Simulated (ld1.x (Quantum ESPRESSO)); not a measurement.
## gallium (Ga): one change to a TM potential, before and after

* Element: gallium
* Generator: ld1.x (Quantum ESPRESSO) 7.5
* Type: norm-conserving Troullier–Martins (Kleinman–Bylander form)
* Functional: LDA (PZ)
* Relativity: scalar-relativistic
* Frozen core: [Ar] 3d10
* Valence charge: 3
* Reference configuration: 4s2 4p1
* Partial waves: 4s (bound): rc 1.90 bohr; 4d channel at -0.05 Ry: rc 1.75 bohr; 4p (bound): rc 2.25 bohr
* Local potential: the p channel
* Core correction: a·sin(br)/r model core, default radius (core density twice the valence density)

Change: wave 4p (bound): rc 2.25 bohr becomes 4p (bound): rc 2.80 bohr.

Cutoffs: the cutoffs (Ry, on a coarse ladder) from which the occupation-weighted sum of valence levels, in a spherical-Bessel basis at the reference potential, stays within 10 and 1 mRy of its value at 400 Ry; they do not see the model core or the augmentation charge, which bear on the density cutoff. Errors are all-electron minus pseudo energies relative to the spin-unpolarised reference configuration.

Q: What does the change do?

A: The potential gets neither clearly harder nor softer (15 Ry and 35 Ry → 15 Ry and 35 Ry); both files keep a bound ghost (d, s); of the 9 tests that both files solve, the error grows in 1 and shrinks in 2 by more than 15 % and 0.3 meV (median size 16.1 → 14.3 meV).

```tsv
quantity	base	changed
cutoff, loose	15 Ry	15 Ry
cutoff, tight	35 Ry	35 Ry
bound ghosts	s, d	s, d
error for 4s2 4p0, meV [ΔE 5.89 eV]	-14	-14
error for 4s1 4p0, meV [ΔE 27.39 eV]	-191	-195
error for 4s2 4p0.5, meV [ΔE 2.12 eV]	-2.1	-2.0
error for 4s1 4p2, meV [ΔE 6.61 eV]	-16	-11
error for 4s1 4p1, meV [ΔE 13.34 eV]	-51	-44
error for 4s2 4p1.3, meV [ΔE -0.58 eV]	-0.1	-0.1
error for 4s0 4p3, meV [ΔE 13.54 eV]	-58	-37
error for 4s2 4p1 (spin-polarised), meV [ΔE -0.13 eV]	-0.7	-1.3
error for 4s1 4p0 (spin-polarised), meV [ΔE 27.08 eV]	-197	-201
```

 A true bound ghost makes a file unfit for plane-wave use even where its test errors are small: the radial tests pick states by their node count and pass the ghost by.
